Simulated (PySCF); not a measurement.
# Computed data sheet: `C1CCC1[P@H+](C)C=C`

Species: C₇H₁₄P (charge +1).
Geometry (PBE0-D3(BJ)/def2-SVP, Å), atoms numbered from 1 in this order:
```
atom  x, y, z in Å
C1    -2.3266   -2.1040   -0.6297
C2    -1.8676   -1.2732    0.3113
P3    -0.9828    0.2234   -0.0803
C4    -1.7892    1.6717    0.6190
C5     0.7449    0.1392    0.4251
C6     1.6456   -0.9174   -0.2563
C7     2.7581    0.1480   -0.3078
C8     1.7021    1.2479   -0.0809
H9    -2.8496   -3.0241   -0.3524
H10   -2.2089   -1.9099   -1.7008
H11   -1.9975   -1.4899    1.3783
H12   -1.0046    0.3431   -1.4874
H13   -2.8188    1.7461    0.2412
H14   -1.2259    2.5745    0.3401
H15   -1.8071    1.5812    1.7153
H16    0.7565    0.0503    1.5246
H17    1.2849   -1.1883   -1.2615
H18    1.8304   -1.8427    0.3057
H19    3.4426    0.0622    0.5479
H20    3.3551    0.2078   -1.2272
H21    1.9346    2.0581    0.6234
H22    1.3623    1.6950   -1.0292
```

Some functional groups and rings: C=C double bond and cyclobutane ring.

From PBE0-D3(BJ)/def2-SVP geometry optimisation, gas phase (PySCF):

```yaml
Point_group: C1
Rotational_constants_A_B_C: 2.636, 1.139, 0.860 GHz
```

CAM-B3LYP/def2-SVPD ground state, ΔSCF and vertical TDDFT (core frozen in the response) (PySCF):

```yaml
HOMO_energy: -13.92 eV
LUMO_energy: -4.14 eV
HOMO–LUMO_gap: 9.78 eV
Lowest_singlet_excitation: 7.09 eV (175 nm, f = 0.351)
Strongest_line_among_the_10_lowest_singlet_transitions: S1 at 7.09 eV (175 nm, f = 0.351)
Lowest_triplet_excitation_Tamm–Dancoff: 4.24 eV
Static_isotropic_polarisability: 99.1 au
Vertical_ionisation_energy: 14.59 eV
Vertical_electron_affinity: 3.48 eV
Electronic_spatial_extent_⟨r²⟩_about_the_centre_of_nuclear_charge: 1407 bohr²
```

From KT2/pcSseg-1 ground state and GIAO shieldings, non-relativistic (PySCF):

```yaml
13C_chemical_shifts_computed_TMS_as_zero_by_class: 147.8 (C1), 111.4 (C2), 31.8 (C5), 30.8 (C8), 30.8 (C6), 26.1 (C7), 5.8 (C4) ppm
1H_chemical_shifts_computed_TMS_as_zero_by_class: 6.96 (H9), 6.77 (H10), 5.88 (H11), 5.43 (H12), 3.10 (H16), 2.82 (H19), 2.66 (H21), 2.57 (H18), 2.49 (H20), 2.29 (H17), 2.29 (H22), 1.89 (H13/H14/H15) ppm
Isotropic_shieldings_of_nuclei_other_than_C_and_H_by_class: 321 (P3) ppm
```

delta-SCF UKS SCAN, pcX-2 on the ionised atom, pcseg-1 elsewhere, spin-free X2C; 2p3/2 from a spin–orbit splitting computed afterwards within the 2p shell (PySCF):

```yaml
Core_binding_energies: P2p3/2 142.7 (P3), C1s 294.2 (C7), C1s 294.6 (C6), C1s 294.6 (C8), C1s 295.2 (C5), C1s 295.2 (C1), C1s 295.3 (C2), C1s 295.6 (C4), P1s 2156.4 (P3) eV
```

Monoisotopic mass of the ion (most abundant isotopes, electron mass counted): 129.0828 u.

The ΔSCF ionisation energy exceeds −ε(HOMO) by 0.67 eV with CAM-B3LYP. The principal polarisabilities are 81.0, 99.2 and 117.0 au; their mean is the isotropic value. The rotational constants make it an asymmetric top with κ = (2B − A − C)/(A − C) = -0.69, nearer the prolate limit (−1). No computed singlet falls in the visible range (750 to 380 nm, 1.65 to 3.26 eV); S1 lies 3.83 eV above its blue end. The vertical singlet–triplet gap S1 − T1 is 2.85 eV (TDDFT singlet less Tamm–Dancoff triplet; S1: HOMO→LUMO, weight 0.88; T1: HOMO→LUMO, weight 0.61, beside HOMO−3→LUMO, weight 0.33).

 NMR classes are plain means over equivalent atoms (diastereotopic ones count apart unless rotation or inversion swaps them), as if these changed places fast; in this geometry the members of some classes differ.

One conformer stands for the species.
